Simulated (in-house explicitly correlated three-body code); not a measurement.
Computed with an exponentially correlated three-body code. Model: two electrons around a point charge, non-relativistic, variational in 260 exponentially correlated functions (energies converged to about 1e-7 hartree, or 1e-8 relative for large Z).

Command:
```bash
python run_hyl.py task.json out
```
Settings (lengths in bohr, energies in hartree):
```
Z                      4
screening              1.2
interaction_strength   1
functions              260
states_tried           13
```

Run time, properties included: 63 s on 1 thread of Arm Neoverse V2, with other jobs on the host.

**Those bound S and P states to n = 4 that converged, binding against the one-electron ion.**

Given: nuclear charge 4; Yukawa screening of all interactions 1.2 1/bohr.

Computed: one-electron threshold -4.12221738 hartree.

| term | energy (hartree) | binding (eV) |
| --- | --- | --- |
| 1 1S | -6.90958359 | 75.848 |

**Converged states only, values per electron or pair (inverse distances are <exp(-kr)/r>).**

| term | mean r (bohr) | mean r squared (bohr²) | mean inverse r (1/bohr) | mean r12 (bohr) | mean inverse r12 (1/bohr) | mean cosine | mean p1 dot p2 (bohr⁻²) | delta r1 (bohr⁻³) | delta r12 (bohr⁻³) |
| --- | --- | --- | --- | --- | --- | --- | --- | --- | --- |
| 1 1S | 0.44775 | 0.27648 | 2.5409 | 0.67032 | 1.2018 | -0.02972 | 0.33369 | 15.386 | 1.273 |
